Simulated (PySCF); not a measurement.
Electron correlation in K (potassium, neutral)

[Ar] 3d1, 2D determinant (an excited configuration). All numbers are calculated (PySCF 2.14, scalar relativity by spin-free X2C-1e, in aug-cc-pwCVTZ-X2C (9s8p6d3f, 84 functions)). Frozen: [Ne]; 9 electrons correlated.

```json
{"level": "CCSD", "correlation energy (mhartree)": "-212.27"}
{"level": "(T)", "correlation energy (mhartree)": "-4.68"}
{"level": "CCSD(T)", "correlation energy (mhartree)": "-216.95"}
```

Diagnostics: T1 = 0.022, D1 = 0.0915, largest double amplitude 0.031.

Cost of the coupled-cluster step: roughly 40 core-seconds, for 9 correlated electrons.

Iterations:

```
CC2 = 0
CCSD nocc = (np.int64(5), np.int64(4)), nmo = (79, 79)
frozen orbitals [[0, 1, 2, 3, 4], [0, 1, 2, 3, 4]]
max_cycle = 100
direct = 0
conv_tol = 1e-08
conv_tol_normt = 1e-06
diis_space = 8
diis_start_cycle = 0
Init t2, MP2 energy = -0.195868356684659
Init E_corr(UCCSD) = -0.195868356696117
cycle = 1  E_corr(UCCSD) = -0.209190317464232  dE = -0.0133219608  norm(t1,t2) = 0.0352788
cycle = 2  E_corr(UCCSD) = -0.211419389992957  dE = -0.00222907253  norm(t1,t2) = 0.0171856
cycle = 3  E_corr(UCCSD) = -0.212729159799549  dE = -0.00130976981  norm(t1,t2) = 0.0130066
cycle = 4  E_corr(UCCSD) = -0.212314322013842  dE = 0.000414837786  norm(t1,t2) = 0.00473154
cycle = 5  E_corr(UCCSD) = -0.212237755882951  dE = 7.65661309e-05  norm(t1,t2) = 0.00172893
cycle = 6  E_corr(UCCSD) = -0.212267302384265  dE = -2.95465013e-05  norm(t1,t2) = 0.000527159
cycle = 7  E_corr(UCCSD) = -0.212266767141473  dE = 5.35242792e-07  norm(t1,t2) = 0.000123055
cycle = 8  E_corr(UCCSD) = -0.212265704631258  dE = 1.06251022e-06  norm(t1,t2) = 2.10591e-05
cycle = 9  E_corr(UCCSD) = -0.212265725707047  dE = -2.10757893e-08  norm(t1,t2) = 1.51846e-05
cycle = 10  E_corr(UCCSD) = -0.212265730457455  dE = -4.75040829e-09  norm(t1,t2) = 3.71982e-05
cycle = 11  E_corr(UCCSD) = -0.212265792527572  dE = -6.2070117e-08  norm(t1,t2) = 1.30476e-06
cycle = 12  E_corr(UCCSD) = -0.212265802605809  dE = -1.00782366e-08  norm(t1,t2) = 8.27255e-07
cycle = 13  E_corr(UCCSD) = -0.212265801536043  dE = 1.0697663e-09  norm(t1,t2) = 1.09507e-06
cycle = 14  E_corr(UCCSD) = -0.212265813999869  dE = -1.24638261e-08  norm(t1,t2) = 1.95754e-07
cycle = 15  E_corr(UCCSD) = -0.212265814826591  dE = -8.26722552e-10  norm(t1,t2) = 1.2515e-07
UCCSD converged
E(UCCSD) = -601.5865196518737  E_corr = -0.2122658148265914
UCCSD(T) correction = -0.0046822520908372
```
